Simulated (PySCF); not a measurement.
# `C#CCP(N)CC`, C5H10NP

Molfile (atoms numbered from 1):
```
C5H10NP
     RDKit          3D

 17 16  0  0  0  0  0  0  0  0999 V2000
    3.3916   -0.2573   -1.1614 C   0  0  0  0  0  0  0  0  0  0  0  0
    2.3635   -0.4428   -0.5757 C   0  0  0  0  0  0  0  0  0  0  0  0
    1.1022   -0.6127    0.1005 C   0  0  0  0  0  0  0  0  0  0  0  0
   -0.2171    0.3905   -0.7728 P   0  0  0  0  0  0  0  0  0  0  0  0
    0.3873    1.9176   -0.2438 N   0  0  0  0  0  0  0  0  0  0  0  0
   -1.5511    0.2533    0.5240 C   0  0  0  0  0  0  0  0  0  0  0  0
   -2.2500   -1.0980    0.4974 C   0  0  0  0  0  0  0  0  0  0  0  0
    4.3039   -0.1247   -1.6614 H   0  0  0  0  0  0  0  0  0  0  0  0
    1.1756   -0.2628    1.1351 H   0  0  0  0  0  0  0  0  0  0  0  0
    0.8136   -1.6666    0.0799 H   0  0  0  0  0  0  0  0  0  0  0  0
   -0.1844    2.6751   -0.6066 H   0  0  0  0  0  0  0  0  0  0  0  0
    1.3297    2.0484   -0.6035 H   0  0  0  0  0  0  0  0  0  0  0  0
   -1.1135    0.4625    1.5037 H   0  0  0  0  0  0  0  0  0  0  0  0
   -2.2742    1.0455    0.3075 H   0  0  0  0  0  0  0  0  0  0  0  0
   -2.6328   -1.3057   -0.5002 H   0  0  0  0  0  0  0  0  0  0  0  0
   -1.5662   -1.8990    0.7713 H   0  0  0  0  0  0  0  0  0  0  0  0
   -3.0850   -1.1111    1.1961 H   0  0  0  0  0  0  0  0  0  0  0  0
  1  2  3  0
  2  3  1  0
  3  4  1  0
  4  5  1  0
  4  6  1  0
  6  7  1  0
  1  8  1  0
  3  9  1  0
  3 10  1  0
  5 11  1  0
  5 12  1  0
  6 13  1  0
  6 14  1  0
  7 15  1  0
  7 16  1  0
  7 17  1  0
M  END
```

Computed with GIAO HF/pcSseg-1 magnetisability, rotational g tensor and spin-rotation constants, non-relativistic, gas phase in PySCF. Geometry: GFN2-xTB.

Question: Give the nuclear spin-rotation constants along the inertial axes (H = +C I·J) beside the isotropic shieldings.

Answer: Rotational constants 4.0912, 1.2774, 1.0613 GHz. A star marks the isotopologue with that one atom substituted, in its own axes.
```csv
atom,isotope,Caa (kHz),Cbb (kHz),Ccc (kHz),mean (kHz),σ (ppm)
P4,31P,7.153,2.001,1.498,3.550,321.8
N5,14N,0.098,0.051,0.041,0.063,248.2
H8,1H,0.018,-0.142,-0.117,-0.080,30.2
H9,1H,-0.466,-0.137,0.026,-0.192,30.1
H10,1H,-0.419,0.017,-0.113,-0.172,29.9
H11,1H,-0.440,-0.027,-0.126,-0.198,32.0
H12,1H,-0.012,-0.135,-0.131,-0.093,31.1
H13,1H,-0.427,-0.157,0.029,-0.185,30.8
H14,1H,-0.240,-0.036,-0.122,-0.133,30.8
H15,1H,-0.431,-0.144,0.014,-0.187,31.1
H16,1H,-0.317,-0.033,-0.115,-0.155,31.4
H17,1H,-0.004,-0.141,-0.092,-0.079,30.7
C1,13C*,0.268,0.387,0.312,0.322,114.4
C2,13C*,0.029,0.449,0.359,0.279,108.2
C3,13C*,0.606,0.170,0.125,0.300,173.8
C6,13C*,0.595,0.210,0.150,0.318,162.7
C7,13C*,0.491,0.150,0.121,0.254,183.8
```
For the geometry as given, no vibrational averaging.

Question: How do the rotational constants and the g tensor change when H8, H9, H10, H11, H12, H13, H14, H15, H16, H17 are replaced by deuterium?

Answer: Constants 3.3320, 1.1051, 0.9126 GHz; g -0.0071, -0.0024, -0.0004, against -0.0088, -0.0028, -0.0005 before.
